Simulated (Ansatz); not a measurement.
Species: sum formula H$_{3}$BO$_{2}$Br, charge 1, multiplicity 1. It need not be the lowest isomer of its formula. 
Coordinates optimised at B3LYP-D3(BJ)/def2-TZVP (Ansatz, a first-principles code):
```
B
O 1 1.3140
H 2 0.9666 1 120.05
O 1 1.4890 2 109.45 3 180.00
H 4 0.9734 1 123.10 2 -180.00
H 4 0.9765 5 115.68 1 -180.00
Br 1 1.8707 2 135.04 3 0.00
```
Charge +1, spin multiplicity 1.

Basis-set convergence of Hartree-Fock and CCSD(T) correlation energies (hartree) with Ansatz. Cores are frozen in the correlated levels unless marked. No spin-orbit coupling. Frozen are the shells of the preceding noble gas and the d and f shells that filled before the atom's block. Non-relativistic.

| basis | functions | E(HF) | E(corr, CCSD(T)) |
|---|---|---|---|
| cc-pVDZ | 84 | -2748.41390 | -0.60806 |
| cc-pVTZ | 175 | -2748.55133 | -0.78258 |
| cc-pVQZ | 323 | -2748.56783 | -0.84156 |
| cc-pV5Z | 542 | -2748.57136 | -0.86183 |

Extrapolating the two largest sets (X = 4 and 5) as X^-3: E(corr) = (125·(-0.86183) - 64·(-0.84156))/61 = -0.8831 Eh, an estimate of the basis-set limit. The largest set recovers 97.6 % of it, the smallest 68.9 %.
